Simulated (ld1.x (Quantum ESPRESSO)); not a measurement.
**O (Z = 8): variants of one TM potential**

Base potential:

* Element: oxygen
* Generator: ld1.x (Quantum ESPRESSO) 7.5
* Type: norm-conserving Troullier–Martins (Kleinman–Bylander form)
* Functional: PBEsol
* Relativity: non-relativistic
* Frozen core: [He]
* Valence charge: 6
* Reference configuration: 2s2 2p3.5 (charge +0.5)
* Partial waves: 2s (bound): rc 0.90 bohr; 2p (bound): rc 1.45 bohr; 3d channel at -0.05 Ry: rc 1.40 bohr
* Local potential: all-electron potential smoothed inside 0.80 bohr (lloc = -1)
* Core correction: Bessel-smoothed model core, default radius (core density twice the valence density)

Cutoffs, loose and tight: the cutoffs (Ry, on a coarse ladder) from which the occupation-weighted sum of valence levels, in a spherical-Bessel basis at the reference potential, stays within 10 and 1 mRy of its value at 400 Ry. They do not see the model core or the augmentation charge, which bear on the density cutoff. Test errors are all-electron minus pseudo excitation energies from the reference, over the configurations 2s2 2p4; 2s2 2p3; 2s2 2p2; 2s2 2p4.3; 2s1 2p4; 2s2 2p1; 2s1 2p5. A dash means not determined; rows that change the core or the reference have their own tests.

The default core radius of the base comes out at 0.34 bohr.

```tsv
change	outcome	cutoff, loose	cutoff, tight	bound ghosts	largest test error (meV)
base	generated	80 Ry	180 Ry	none	+563
reference 2s2 2p3	generated	80 Ry	180 Ry	none	+1591
scalar-relativistic	generated	80 Ry	180 Ry	none	+560
functional PBE	generated	80 Ry	180 Ry	none	+584
wave 2p (bound): rc 1.45 bohr becomes 2p (bound): rc 1.28 bohr	generated	80 Ry	180 Ry	none	+345
wave 3d channel at -0.05 Ry: rc 1.40 bohr becomes 3d channel at -0.05 Ry: rc 0.90 bohr	generated	80 Ry	180 Ry	none	+563
all radii but the core radius scaled by about 0.91 (s 0.82, p 1.32, d 1.28 bohr); local potential all-electron potential smoothed inside 0.72 bohr (lloc = -1)	generated	80 Ry	180 Ry	none	+368
local potential the s channel	generated	80 Ry	180 Ry	none	+555
wave 3d channel at -0.05 Ry: rc 1.40 bohr becomes 3d channel at -0.16 Ry: rc 1.40 bohr	generated	80 Ry	180 Ry	none	+563
core correction Bessel-smoothed model core inside 0.34 bohr	generated	80 Ry	180 Ry	none	+563
```

(1) What comes out with this change to the base: local potential all-electron potential smoothed inside 1.38 bohr (lloc = -1)?

(2) What comes out with this change to the base: wave 2s (bound): rc 0.90 bohr becomes 2s (bound): rc 1.20 bohr?

## Answers

(1) outcome: generated; cutoff, loose: 80 Ry; cutoff, tight: 180 Ry; bound ghosts: none; largest test error (meV): +463.

(2) outcome: generated; cutoff, loose: 70 Ry; cutoff, tight: 110 Ry; bound ghosts: none; largest test error (meV): +657.
